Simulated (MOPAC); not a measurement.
MOPAC input (AM1):

```
AM1 PRECISE GNORM=0.05 LET XYZ UHF MS=0.5 GEO-OK AUX(PRECISION=9) THREADS=1
CHBrF

C    -0.39279800 1    0.73414600 1    0.86074700 1
F    -0.84589900 1    1.81629200 1    0.23090200 1
Br    0.27968100 1   -0.62004100 1   -0.25708200 1
H     0.18103500 1    0.94991400 1    1.75526800 1
```

From the output:

```
                                                       MOPAC v23.2.5 Linux

          FINAL HEAT OF FORMATION =        -25.36530 KCAL/MOL =    -106.12840 KJ/MOL

          COSMO AREA              =         88.52 SQUARE ANGSTROMS
          COSMO VOLUME            =         71.40 CUBIC ANGSTROMS

          GRADIENT NORM           =          0.02185          =       0.01092 PER ATOM
          IONIZATION POTENTIAL    =          9.734878 EV
          ALPHA SOMO LUMO (EV)    =         -9.735 -0.146
          BETA  SOMO LUMO (EV)    =        -11.644  0.268
          NO. OF ALPHA ELECTRONS  =         10
          NO. OF BETA  ELECTRONS  =          9
          MOLECULAR WEIGHT        =        111.9213         POINT GROUP:  Cs

          MOLECULAR DIMENSIONS (Angstroms)

            Atom       Atom       Distance
           Br     3    F     2     2.82356
            H     4    F     2     1.80747
           Br     3    C     1     0.00077

          SCF CALCULATIONS        =         14

   ATOM   CHEMICAL          X               Y               Z
  NUMBER   SYMBOL      (ANGSTROMS)     (ANGSTROMS)     (ANGSTROMS)

     1       C         -0.24520189  *   0.81476594  *   0.75987301  *
     2       F         -0.91744086  *   1.84880040  *   0.27992131  *
     3      Br          0.27586598  *  -0.65486675  *  -0.24936450  *
     4       H          0.01609574  *   0.84055065  *   1.82195574  *

                             CARTESIAN COORDINATES

   1    C       -0.245201893     0.814765941     0.759873009
   2    F       -0.917440857     1.848800402     0.279921310
   3   Br        0.275865978    -0.654866750    -0.249364497
   4    H        0.016095740     0.840550649     1.821955737

           Empirical Formula: C H F Br  =     4 atoms

      MOLECULAR POINT GROUP   :   Cs

          ALPHA EIGENVALUES
 -50.91525 -33.12863 -26.21740 -18.19687 -17.53284 -17.34505 -13.05904 -12.56682
 -11.64517  -9.73488  -0.14589   3.19310   4.13756

           BETA EIGENVALUES
 -50.43370 -32.90938 -25.10405 -17.97944 -17.34986 -16.11914 -12.96650 -11.93163
 -11.64432   0.26826   0.56385   3.71344   4.68555

              NET ATOMIC CHARGES AND DIPOLE CONTRIBUTIONS

  ATOM NO.   TYPE          CHARGE      No. of ELECS.   s-Pop       p-Pop
    1          C          -0.202925        4.2029     1.28590     2.91703
    2          F          -0.051910        7.0519     1.90556     5.14635
    3         Br           0.080617        6.9194     1.96667     4.95272
    4          H           0.174219        0.8258     0.82578
 DIPOLE           X         Y         Z       TOTAL
 POINT-CHG.     0.588    -0.805     0.618     1.173
 HYBRID        -0.230     0.551     0.234     0.641
 SUM            0.358    -0.255     0.852     0.958

          ATOMIC ORBITAL ELECTRON POPULATIONS

     Atom    s        px        py        pz
    1  C   1.28590   1.06168   0.87683   0.97852
    2  F   1.90556   1.73694   1.52790   1.88151
    3 Br   1.96667   1.87587   1.34175   1.73510
    4  H   0.82578

                    (SZ)    =    0.500000
                    (S**2)  =    0.760010

          ATOMIC ORBITAL SPIN POPULATIONS

    Atom   Total    s     px     py     pz
         Atomic
    1  C  0.9896  0.061  0.632  0.206  0.090
    2  F  0.0901  0.003  0.075  0.007  0.005
    3 Br -0.0257  0.002  0.026 -0.042 -0.012
    4  H -0.0540 -0.054

 **********************
 *                    *
 * JOB ENDED NORMALLY *
 *                    *
 **********************

 == MOPAC DONE ==
```

The geometry given is a B3LYP-D3(BJ)/def2-TZVP minimum.
